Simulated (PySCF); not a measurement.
A calculated (PBE0, PySCF 2.14, aug-cc-pwCVTZ, no relativity, point nucleus) atom or ion has these occupied shells.

```tsv
shell	electrons	orbital energy (eV)	rms radius, mean of both spins (bohr)
1s β	1	-5381.7	0.0776
1s α	1	-5381.6	0.0776
2s α	1	-625.63	0.337
2s β	1	-624.45	0.337
2p α	3	-529.53	0.305
2p β	3	-528.54	0.305
3s α	1	-91.621	1.03
3s β	1	-88.106	1.03
3p α	3	-64.960	1.11
3p β	3	-61.138	1.11
3d α	3	-24.830	1.45
```

Name the element and its charge.

V²⁺ (vanadium, charge +2), in [Ar] 3d3, high-spin 4F determinant.
